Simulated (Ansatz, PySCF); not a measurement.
dibromo-chloro-fluoromethane (CBr2ClF), SMILES FC(Cl)(Br)Br. Atoms are numbered in the order given.

```xyz
5

F     -1.6671    -0.5943     0.0000
C     -0.3484    -0.4142     0.0000
Cl     0.4531    -1.9981     0.0000
Br     0.1342     0.5972    -1.6086
Br     0.1342     0.5972     1.6086
```
Charge 0, spin multiplicity 1.

Geometry optimised at B3LYP-D3(BJ)/def2-SVP.

Vertical ionisation energy (IE) and electron affinity (EA) in eV. Rows of orbital energies are one-electron estimates. Where ΔSCF, EOM or ADC give a negative EA the extra electron is unbound and the value depends on the basis.

| level | IE | EA |
|---|---|---|
| −ε(HOMO), −ε(LUMO), ωB97X/def2-TZVP (PySCF) | 10.84 | -0.05 |
| −ε(HOMO), −ε(LUMO), PBE/def2-TZVP (PySCF) | 7.14 | 3.12 |
| ΔSCF, PBE0/def2-SVPD (Ansatz), final states of multiplicity 2 and 2 | 10.65 | 0.57 |
| ΔSCF, PBE/def2-SVPD (Ansatz), final states of multiplicity 2 and 2 | 10.17 | 0.63 |

Q: What vertical singlet–triplet gap does ΔSCF give with PBE0/def2-SVPD (Ansatz, an electronic-structure program) and with PBE/def2-SVPD (Ansatz)? (The exact figures need the calculation; the answer reports its results.)

A: 4.36 and 3.98 eV (triplet above singlet where positive).
